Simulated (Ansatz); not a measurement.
`F[B]([AlH2])[SiH3]` + `[NH2][AlH2]` → `[AlH2][NH][AlH2]` + `FB[SiH3]` at 298.15 K and 1 bar (cleavage of the Al–B bond).

Calculated with Ansatz (gas phase, PBE0-D4/def2-TZVP geometries, no zero-point term in ΔE). CCSD(T)/CBS adds triple-zeta CCSD(T) − MP2 to the extrapolated MP2 energy (def2 sets, frozen cores). This one scheme is used for every species.

| species | CCSD(T)/CBS energy (Eh) | H − E (kJ/mol) | S (J/(mol·K)) |
| --- | --- | --- | --- |
| `F[B]([AlH2])[SiH3]` | -658.67346 | 136.7 | 367.7 |
| `[NH2][AlH2]` | -299.14566 | 115.0 | 251.7 |
| `[AlH2][NH][AlH2]` | -541.78272 | 130.7 | 306.3 |
| `FB[SiH3]` | -416.08982 | 118.1 | 297.3 |

H − E and S are ideal-gas, rigid-rotor, harmonic terms from PBE0-D4/def2-TZVP, for one conformer and one mirror image of each species. 1 Eh = 2625.50 kJ/mol, R = 8.31446 J/(mol·K).

Task: By hand: ΔE, ΔH, ΔS and ΔG.

Result: ΔE = (-541.78272) + (-416.08982) − (-658.67346) − (-299.14566) = -0.05342 Eh = -140.3 kJ/mol. Δ(H − E) = 130.7 + 118.1 − 136.7 − 115.0 = -2.9, so ΔH = -143.2 kJ/mol. ΔS = 306.3 + 297.3 − 367.7 − 251.7 = -15.8 J/(mol·K). ΔG = -143.2 − 298.15 × (-15.8)/1000 = -138.5 kJ/mol.

Task: By hand: the equilibrium constant, and the temperature at which ΔG would vanish if ΔH and ΔS stayed fixed.

Result: log₁₀ K = −ΔG/(RT ln 10) = 24.3. ΔG = 0 at ΔH/ΔS = 9063 K, far beyond where these terms or the molecules hold.

ΔH outweighs TΔS. A doubt of 5 kJ/mol in ΔE shifts log₁₀ K by 0.9 here. Other conformers and mirror images would add mixing entropy, several J/(mol·K) or more a flexible species. Modes under 60 cm⁻¹, often nearly free rotors, make the harmonic entropy too high. These are equilibria of isolated gas molecules and say nothing of rates. Largest T1 diagnostic: 0.015 (customary marks: 0.02 for closed shells, 0.045 for open ones).
